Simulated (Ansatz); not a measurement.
A set of 12 reactions (atomization), with CCSD(T)/CBS values in kJ/mol:

```
                                                                        reaction      ΔE
                                                 `Cl[SiH]Cl`• → 2 Cl• + H• + Si•  1085.0
                                 `C[CH2][Al]([CH3])[F]` → Al• + 3 C• + F• + 8 H•  4977.1
                                 `O=C1N[SiH]1F` → C• + F• + 2 H• + N• + O• + Si•  2864.3
                                   `[OH][AlH][CH]=S` → Al• + C• + 3 H• + O• + S•  2435.8
                                      `N[SiH2]CCF` → 2 C• + F• + 8 H• + N• + Si•  4705.8
`F[B-]1(Cl)OC(C(F)(F)F)=CC(C(F)(F)F)=[O+]1` → B• + 5 C• + Cl• + 7 F• + H• + 2 O•  7877.1
                                    `OBO[SiH2][SiH3]` → B• + 7 H• + 2 O• + 2 Si•  4302.4
                                                `COC(C)(C)C` → 5 C• + 12 H• + O•  7068.3
                                             `CBC=[Se]` → B• + 2 C• + 5 H• + Se•  3301.6
                                    `FC(F)O[SiH3]` → C• + 2 F• + 4 H• + O• + Si•  3273.4
                                    `C[NH+](C)[InH3-]` → 2 C• + 10 H• + In• + N•  4486.9
                                    `OC(O)N[SiH3]` → C• + 7 H• + N• + 2 O• + Si•  4265.3
```

Gas-phase electronic energies from Ansatz, PBE0-D4/def2-TZVP geometries. CBS: MP2 limit from def2 TZ/QZ plus the TZ coupled-cluster correction, frozen cores. This one scheme is used for every species, atoms too. DFT in def2-TZVPP. B3LYP here is the variant with VWN-RPA as its local correlation; programs differ in this. No spin–orbit coupling; open shells (•) take unrestricted orbitals. Spin–orbit coupling would lower the free atoms: a little for Al, B, C, Cl, F, O, S, Si; clearly for Se; strongly for In. Elements past krypton have def2 core potentials. For In, Se outer-core shells are correlated without core-valence functions, so the limit isn't a true one: a few kJ/mol of doubt a bond, and 10 to 20 or more in all where bonds break to atoms. Scalar relativity is left out up to krypton. Each species was taken in one conformer, which may not be the lowest.

Problem. Give the mean, mean absolute and largest difference (level minus CCSD(T)/CBS, kJ/mol) for: r2SCAN-D4, PBE0-D4, ωB97X-V, ωB97M-V, PBE, r2SCAN, B3LYP, HF/def2-TZVPP, MP2/def2-TZVPP, CCSD/def2-TZVPP, MP2/def2-QZVPP, HF/CBS(def2), MP2/CBS(def2), CCSD/CBS(def2). (Best estimate.)

Solution. Ansatz gave: 
```json
{"level": "r2SCAN-D4", "mean": "17.0", "mean absolute": "27.0", "largest": "152.1"}
{"level": "PBE0-D4", "mean": "2.7", "mean absolute": "34.6", "largest": "140.7"}
{"level": "ωB97X-V", "mean": "12.5", "mean absolute": "15.6", "largest": "63.2"}
{"level": "ωB97M-V", "mean": "13.8", "mean absolute": "14.0", "largest": "81.4"}
{"level": "PBE", "mean": "71.8", "mean absolute": "77.2", "largest": "423.8"}
{"level": "r2SCAN", "mean": "11.0", "mean absolute": "24.8", "largest": "136.2"}
{"level": "B3LYP", "mean": "-46.5", "mean absolute": "46.5", "largest": "-111.9"}
{"level": "HF/def2-TZVPP", "mean": "-1185.7", "mean absolute": "1185.7", "largest": "-2496.7"}
{"level": "MP2/def2-TZVPP", "mean": "-23.1", "mean absolute": "61.6", "largest": "213.0"}
{"level": "CCSD/def2-TZVPP", "mean": "-181.7", "mean absolute": "181.7", "largest": "-430.1"}
{"level": "MP2/def2-QZVPP", "mean": "43.8", "mean absolute": "55.3", "largest": "343.6"}
{"level": "HF/CBS(def2)", "mean": "-1178.3", "mean absolute": "1178.3", "largest": "-2486.1"}
{"level": "MP2/CBS(def2)", "mean": "89.5", "mean absolute": "93.6", "largest": "434.8"}
{"level": "CCSD/CBS(def2)", "mean": "-69.1", "mean absolute": "69.1", "largest": "-208.3"}
```

The largest T1 diagnostic in the set is 0.018, for Al• (customary mark 0.045).

CCSD(T)/CBS is a level of theory with its own doubt, and the functionals carry their triple-zeta basis error, so these figures describe this set and don't rank the functionals.
